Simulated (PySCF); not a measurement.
## Bi⁻ (bismuth, charge -1) across methods

[Xe] 4f14 5d10 6s2 6p4, high-spin 3P determinant. All numbers are calculated (PySCF 2.14, a scalar-relativistic core potential, in aug-cc-pVQZ-PP with one added diffuse shell each of s, p, d, f, g type with ECP60MDF (8s8p6d4f3g, 117 functions)).

```
 method  E (hartree)  mean ε 6s β (eV)  mean ε 6p α (eV)  mean ε 6p β (eV)  Σ⟨r²⟩ (bohr²)   ⟨S²⟩
    LDA    -214.3677            -8.204             0.336             1.171          101.3  2.013
    UHF   -213.58813           -10.871            -2.419            -0.480          97.62  2.040
    PBE    -214.6716            -7.902             0.356             1.238          105.3  2.027
 r2SCAN    -214.7482            -7.888             0.137             1.196          101.2  2.039
 revPBE    -214.7242            -7.835             0.341             1.250          107.8  2.037
LC-wPBE    -214.6776           -11.309            -2.369            -1.173          91.68  2.010
   MN15    -214.2289           -10.099            -0.888             0.131          98.07  2.013
```

Estimate the same row for PBE0.

E (hartree) = -214.6484; mean ε 6s β (eV) = -8.783; mean ε 6p α (eV) = -0.334; mean ε 6p β (eV) = 0.724; Σ⟨r²⟩ (bohr²) = 97.91; ⟨S²⟩ = 2.016.

Energies and moments cover only the electrons outside the core potential. Spin-orbit coupling is strong in this species (close to jj coupling), so the high-spin LS determinant is a model state, not a physical level.

The highest occupied level is positive at LDA, PBE, r2SCAN, revPBE, PBE0, MN15: only the finite basis holds that electron, which in a density functional comes from self-interaction.
